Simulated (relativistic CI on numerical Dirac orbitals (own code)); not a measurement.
**Hyperfine structure of Cs, mass number 135**

Computed by Dirac-Coulomb-Breit CI, KLI orbitals optimised for each configuration, a model potential for QED, valence Slater integrals scaled by 0.85, P86 correlation energy added to each configuration (own radial code, finite nucleus).

CI space (outside the closed core [Xe]): 6s, 6p, 5d, 7s, 7p, 6d, 8s, 8p, 7d, 5f, 9s, 5g, 4f, 9p, 8d, 9d. Levels of other configurations are missing.

Nuclear spin I = 7/2, μ = 2.7283 μN, Q = 0.048 b (tables of Stone and Pyykkö). The electronic factors are computed for point nuclear moments, without core polarisation; leaving it out makes A of s and p electrons in near-neutral atoms 20 to 40 % too small, and it can dominate for d and f shells.

```csv
Level,E (cm⁻¹),A (MHz),B (MHz)
6s 2S_1/2,0.0,1998,
6p 2P°_1/2,9981.7,258.9,
6p 2P°_3/2,10362.6,37.56,4.49
5d 2D_5/2,14285.8,13,1.66
5d 2D_3/2,14361.0,32.81,1.31
7s 2S_1/2,17504.1,729.2,
7p 2P°_1/2,20795.0,106.5,
7p 2P°_3/2,20919.3,15.04,1.8
```

Levels with J = 0, under 50 % of one LS term, or S terms without an open s electron are left out. Small factors come from cancelling terms and can be off by tens of per cent or more.

For a near-neutral ion this model can misplace configurations by up to about 10,000 cm⁻¹ (more where the count of f electrons changes) and terms by 10 to 25 % of their spread. Rates follow the energies as ν³ (E1, M1) or ν⁵ (E2), so they and the lifetimes can be off by large factors. The fine structure of a lone outer electron comes out too small, for d and f at times inverted, and misplaced configurations move strength between like terms. 9 of the 9 excited levels that our extract of the measured tables holds in this range could be paired (the sources list more); they are missed by 854 cm⁻¹ on average and 1370 at most, and levels without a partner can miss by more.

Q: Give the hyperfine levels of 6s 2S_1/2 relative to its centre of gravity.

A: With K = F(F + 1) − I(I + 1) − J(J + 1), E = AK/2: F = 3: -4495, F = 4: 3496 MHz.
